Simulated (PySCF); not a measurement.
GeHO, SMILES [OH][Ge] (connectivity only; charge and spin as stated), neutral, multiplicity 2.

The structure is a stationary point at PBE-D3(BJ)/def2-TZVP.

Two levels are set side by side: PBE/def2-TZVPD (PySCF) and ωB97X/def2-TZVPD (PySCF). Same geometry, gas phase. Differences are taken from unrounded values.

```tsv
quantity	PBE
α-spin orbital gap (eV)	0.52
β-spin orbital gap (eV)	4.57
dipole moment (D)	1.24
mean polarisability (bohr³)	44.0
```

Task: These are the PBE values. What does ωB97X give? (Estimate from the structure and the level; the computed values follow.)

Result: 
```
quantity                     ωB97X  PBE minus ωB97X
---------------------------  -----  ---------------
α-spin orbital gap (eV)       6.62            -6.10
β-spin orbital gap (eV)      10.82            -6.25
dipole moment (D)             1.37            -0.14
mean polarisability (bohr³)   40.8              3.2
```

PBE's more diffuse valence density responds more strongly to a field. Differences between two approximate levels are no errors against the true value.

Rough cost on one machine, each run with all the roots and properties that it gave: ωB97X against PBE within a factor of 2.
